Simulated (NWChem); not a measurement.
System: BHSeClF; SMILES FB(Cl)[SeH]

Excerpt of the output:

```
             Northwest Computational Chemistry Package (NWChem) 7.3.0
             --------------------------------------------------------

 CS  symmetry detected

                             Geometry "geometry" -> ""
                             -------------------------

 Output coordinates in angstroms (scale by  1.889725989 to convert to a.u.)

  No.       Tag          Charge          X              Y              Z
 ---- ---------------- ---------- -------------- -------------- --------------
    1 B                    5.0000    -0.39890403    -0.60200211     0.00000000
    2 Cl                  17.0000     0.69244622    -1.91911593     0.00000000
    3 F                    9.0000    -1.69981237    -0.84220450     0.00000000
    4 Se                  34.0000     0.19533862     1.21780537     0.00000000
    5 H                    1.0000    -1.12026722     1.80943926     0.00000000

 Effective nuclear repulsion energy (a.u.)     293.7507298521

      Symmetry information
      --------------------

 Group name             Cs
 Group number              2
 Group order               2
 No. of unique centers     5

                                Z-matrix (autoz)
                                --------

 Units are Angstrom for bonds and degrees for angles

      Type          Name      I     J     K     L     M      Value
      ----------- --------  ----- ----- ----- ----- ----- ----------
    1 Stretch                  1     2                       1.71051
    2 Stretch                  1     3                       1.32290
    3 Stretch                  1     4                       1.91437
    4 Stretch                  4     5                       1.44251
    5 Bend                     1     4     5                96.12966
    6 Bend                     2     1     3               119.18349
    7 Bend                     2     1     4               122.27111
    8 Bend                     3     1     4               118.54540
    9 Torsion                  2     1     4     5         180.00000
   10 Torsion                  3     1     4     5           0.00000

                           NWChem Geometry Optimization
                           ----------------------------

 maximum gradient threshold         (gmax) =   0.000450
 rms gradient threshold             (grms) =   0.000300
 maximum cartesian step threshold   (xmax) =   0.001800
 rms cartesian step threshold       (xrms) =   0.001200
 fixed trust radius                (trust) =   0.300000
 source of zmatrix                         =   autoz

          -------------------
          Energy Minimization
          -------------------

 Using diagonal initial Hessian
 Scaling for Hessian diagonals: bonds = 1.00  angles = 0.25  torsions = 0.10

          --------
          Step   0

                                 NWChem DFT Module
                                 -----------------

 Summary of "ao basis" -> "ao basis" (spherical)
 ------------------------------------------------------------------------------
       Tag                 Description            Shells   Functions and Types
 ---------------- ------------------------------  ------  ---------------------
 B                          def2-svp                 6       14   3s2p1d
 Cl                         def2-svp                 8       18   4s3p1d
 F                          def2-svp                 6       14   3s2p1d
 Se                         def2-svp                12       32   5s4p3d
 H                          def2-svp                 3        5   2s1p

      Symmetry analysis of basis
      --------------------------

        a'         59
        a"         24

            General Information
            -------------------
          SCF calculation type: DFT
          Wavefunction type:  closed shell.
          No. of atoms     :     5
          No. of electrons :    66
           Alpha electrons :    33
            Beta electrons :    33
          Charge           :     0
          Spin multiplicity:     1
          Use of symmetry is: on ; symmetry adaption is: on
          Maximum number of iterations: 150
          AO basis - number of functions:    83
                     number of shells:    35
          Convergence on energy requested:  1.00D-06
          Convergence on density requested:  1.00D-05
          Convergence on gradient requested:  5.00D-04

              XC Information
              --------------
                         PBE0 Method XC Functional
                     Hartree-Fock (Exact) Exchange  0.250
          PerdewBurkeErnzerhof Exchange Functional  0.750
            Perdew 1991 LDA Correlation Functional  1.000 local
           PerdewBurkeErnz. Correlation Functional  1.000 non-local

             Grid Information
             ----------------
          Grid used for XC integration:  medium
          Radial quadrature: Mura-Knowles
          Angular quadrature: Lebedev.
          Tag              B.-S. Rad. Rad. Pts. Rad. Cut. Ang. Pts.
          ---              ---------- --------- --------- ---------
          B                   0.85       49           8.0       434
          Cl                  1.00       88          11.0       590
          F                   0.50       49           8.0       434
          Se                  1.15      112           8.0       590
          H                   0.35       45          10.0       434
          Grid pruning is: on
          Number of quadrature shells:   343
          Spatial weights used:  Erf1

      Superposition of Atomic Density Guess
      -------------------------------------

 Sum of atomic energies:       -2983.13108948

      Non-variational initial energy
      ------------------------------

 Total energy =   -2984.325687
 1-e energy   =   -4735.626283
 2-e energy   =    1457.549866
 HOMO         =      -0.309483
 LUMO         =       0.073880

      Symmetry analysis of molecular orbitals - initial
      -------------------------------------------------

  Numbering of irreducible representations:

     1 a'          2 a"

  Orbital symmetries:

     1 a'          2 a'          3 a'          4 a'          5 a'
     6 a"          7 a'          8 a'          9 a'         10 a'
    11 a'         12 a"         13 a'         14 a'         15 a'
    16 a"         17 a'         18 a'         19 a"         20 a'
    21 a"         22 a'         23 a'         24 a'         25 a'
    26 a'         27 a"         28 a'         29 a'         30 a"
    31 a'         32 a'         33 a"         34 a"         35 a'
    36 a'         37 a'         38 a'         39 a'         40 a'
    41 a"         42 a'         43 a'

   convergence    iter        energy       DeltaE   RMS-Dens  Diis-err
 ---------------- ----- ----------------- --------- --------- ---------
 d= 0,ls=0.0,diis     1  -2985.9930732139 -3.28D+03  1.40D-02  6.67D-01
 d= 0,ls=0.0,diis     2  -2985.9696899201  2.34D-02  7.49D-03  1.05D+00
 d= 0,ls=0.0,diis     3  -2986.0739155455 -1.04D-01  1.20D-03  1.80D-02
 d= 0,ls=0.0,diis     4  -2986.0753343231 -1.42D-03  5.45D-04  2.73D-03
 d= 0,ls=0.0,diis     5  -2986.0756242211 -2.90D-04  1.69D-04  2.31D-04
  Resetting Diis
 d= 0,ls=0.0,diis     6  -2986.0756553626 -3.11D-05  3.18D-05  7.05D-06
 d= 0,ls=0.0,diis     7  -2986.0756564664 -1.10D-06  1.39D-05  3.86D-07
 d= 0,ls=0.0,diis     8  -2986.0756564667 -3.23D-10  6.72D-06  3.81D-07

         Total DFT energy =    -2986.075656466681
      One electron energy =    -4737.056027454627
           Coulomb energy =     1587.060620203517
    Exchange-Corr. energy =     -129.830979067642
 Nuclear repulsion energy =      293.750729852071

 Numeric. integr. density =       66.000013126958

                  Occupations of the irreducible representations
                  ----------------------------------------------

                     irrep           alpha         beta
                     --------     --------     --------
                     a'               25.0         25.0
                     a"                8.0          8.0

                       DFT Final Molecular Orbital Analysis
                       ------------------------------------

[...]

      ----------------------
      Optimization converged
      ----------------------

  Step       Energy      Delta E   Gmax     Grms     Xrms     Xmax
  ---- ---------------- -------- -------- -------- -------- --------
@    4   -2986.07735398 -3.7D-07  0.00011  0.00006  0.00029  0.00059
                                     ok       ok       ok       ok

                                Z-matrix (autoz)
                                --------

 Units are Angstrom for bonds and degrees for angles

      Type          Name      I     J     K     L     M      Value     Gradient
      ----------- --------  ----- ----- ----- ----- ----- ---------- ----------
    1 Stretch                  1     2                       1.75251    0.00009
    2 Stretch                  1     3                       1.31800    0.00005
    3 Stretch                  1     4                       1.93436    0.00011
    4 Stretch                  4     5                       1.47066   -0.00009
    5 Bend                     1     4     5                93.79391   -0.00002
    6 Bend                     2     1     3               118.86771    0.00000
    7 Bend                     2     1     4               119.55252    0.00004
    8 Bend                     3     1     4               121.57978   -0.00004
    9 Torsion                  2     1     4     5         180.00000    0.00000
   10 Torsion                  3     1     4     5           0.00000    0.00000

                         Geometry "geometry" -> "geometry"
                         ---------------------------------

 Output coordinates in angstroms (scale by  1.889725989 to convert to a.u.)

  No.       Tag          Charge          X              Y              Z
 ---- ---------------- ---------- -------------- -------------- --------------
    1 B                    5.0000    -0.42874487    -0.59317148     0.00000000
    2 Cl                  17.0000     0.71364701    -1.92216923     0.00000000
    3 F                    9.0000    -1.71882419    -0.86301876     0.00000000
    4 Se                  34.0000     0.22540131     1.22722873     0.00000000
    5 H                    1.0000    -1.12267805     1.81505284     0.00000000

 Effective nuclear repulsion energy (a.u.)     290.6390636313

      Symmetry information
      --------------------

 Group name             Cs
 Group number              2
 Group order               2
 No. of unique centers     5

                Final and change from initial internal coordinates
                --------------------------------------------------

                                Z-matrix (autoz)
                                --------

 Units are Angstrom for bonds and degrees for angles

      Type          Name      I     J     K     L     M      Value       Change
      ----------- --------  ----- ----- ----- ----- ----- ---------- ----------
    1 Stretch                  1     2                       1.75251    0.04200
    2 Stretch                  1     3                       1.31800   -0.00490
    3 Stretch                  1     4                       1.93436    0.01999
    4 Stretch                  4     5                       1.47066    0.02815
    5 Bend                     1     4     5                93.79391   -2.33575
    6 Bend                     2     1     3               118.86771   -0.31579
    7 Bend                     2     1     4               119.55252   -2.71860
    8 Bend                     3     1     4               121.57978    3.03438
    9 Torsion                  2     1     4     5         180.00000    0.00000
   10 Torsion                  3     1     4     5           0.00000    0.00000

 ==============================================================================
                                internuclear distances
 ------------------------------------------------------------------------------
       center one      |      center two      | atomic units |  angstroms
 ------------------------------------------------------------------------------
    2 Cl               |   1 B                |     3.31177  |     1.75251
    3 F                |   1 B                |     2.49066  |     1.31800
    4 Se               |   1 B                |     3.65542  |     1.93436
    5 H                |   4 Se               |     2.77915  |     1.47066
 ------------------------------------------------------------------------------
                         number of included internuclear distances:          4
 ==============================================================================

[second-derivative integrals and response iterations left out]

  Vibrational analysis via the FX method

  See chapter 2 in "Molecular Vibrations" by Wilson, Decius and Cross

  Vib: Default input used

[...]

 Rotational Constants
 --------------------
 A=   0.207908 cm-1  (  0.299127 K)
 B=   0.062684 cm-1  (  0.090186 K)
 C=   0.048163 cm-1  (  0.069294 K)

 Temperature                      =   298.15K
 frequency scaling parameter      =   1.0000

 Zero-Point correction to Energy  =   10.417 kcal/mol  (  0.016600 au)
 Thermal correction to Energy     =   13.439 kcal/mol  (  0.021416 au)
 Thermal correction to Enthalpy   =   14.031 kcal/mol  (  0.022360 au)

 Total Entropy                    =   74.750 cal/mol-K
   - Translational                =   40.805 cal/mol-K (mol. weight = 144.9027)
   - Rotational                   =   27.331 cal/mol-K (symmetry #  =        1)
   - Vibrational                  =    6.613 cal/mol-K

 Cv (constant volume heat capacity) =   14.970 cal/mol-K
   - Translational                  =    2.979 cal/mol-K
   - Rotational                     =    2.979 cal/mol-K
   - Vibrational                    =    9.011 cal/mol-K

[normal modes left out]

 ----------------------------------------------------------------------------
 Normal Eigenvalue ||           Projected Infra Red Intensities
  Mode   [cm**-1]  || [atomic units] [(debye/angs)**2] [(KM/mol)] [arbitrary]
 ------ ---------- || -------------- ----------------- ---------- -----------
    1       -0.000 ||    0.000003           0.000         0.003       0.001
    2       -0.000 ||    0.000021           0.000         0.020       0.004
    3        0.000 ||    0.000040           0.001         0.039       0.008
    4        0.000 ||    0.000160           0.004         0.156       0.032
    5        0.000 ||    0.000046           0.001         0.044       0.009
    6        0.000 ||    0.000083           0.002         0.081       0.017
    7      190.235 ||    0.000273           0.006         0.266       0.055
    8      309.653 ||    0.004675           0.108         4.557       0.943
    9      338.112 ||    0.009892           0.228         9.643       1.996
   10      478.967 ||    0.010541           0.243        10.276       2.127
   11      492.656 ||    0.002190           0.051         2.135       0.442
   12      718.396 ||    0.020697           0.478        20.177       4.176
   13      967.779 ||    0.416002           9.597       405.539      83.937
   14     1330.601 ||    0.273167           6.302       266.297      55.117
   15     2463.568 ||    0.005633           0.130         5.491       1.137
 ----------------------------------------------------------------------------
```

Level: PBE0/def2-SVP. This build's default masses of Se (78.918 u) and Br (79.917 u) are each other's, which moves their modes by up to 0.6 %.

### Question
Write an input that gives this output.

### Answer
One answer among several that fit: the input that was run:
```
start job
memory heap 200 mb stack 900 mb global 1100 mb
geometry units angstroms
  B      0.062487    -0.422536     0.644884
  Cl     1.610218    -1.150773     0.650700
  F     -0.762011    -0.651666     1.653726
  Se    -0.524848     0.718671    -0.775506
  H     -1.829055     0.992874    -0.223504
end
basis spherical
  * library def2-svp
end
dft
  xc pbe0
  iterations 150
end
driver
  maxiter 120
end
task dft optimize
task dft freq
```
